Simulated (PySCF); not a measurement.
Vertical excitations of a molecule C3H9AlO from PySCF with TDDFT-PBE/def2-SVPD, as energy in eV (oscillator strength): 4.93 (0.001), 5.35 (0.001), 5.57 (0.076), 5.87 (0.021), 6.04 (0.009), 6.17 (0.011), 6.31 (0.029), 6.60 (0.000), 6.73 (0.013), 6.79 (0.104). Lowest triplet (TDA): 4.65 eV. Geometry optimised at PBE0-D3(BJ)/def2-SVP. The values are those of a single conformer.

Problem. Identify the compound among the candidates.
(A) CC[O][AlH][CH3]
(B) CC[CH2][AlH][OH]
(C) C[CH2][AlH][O]C
(D) C[CH2][Al]([CH3])[OH]

Solution. C, C[CH2][AlH][O]C
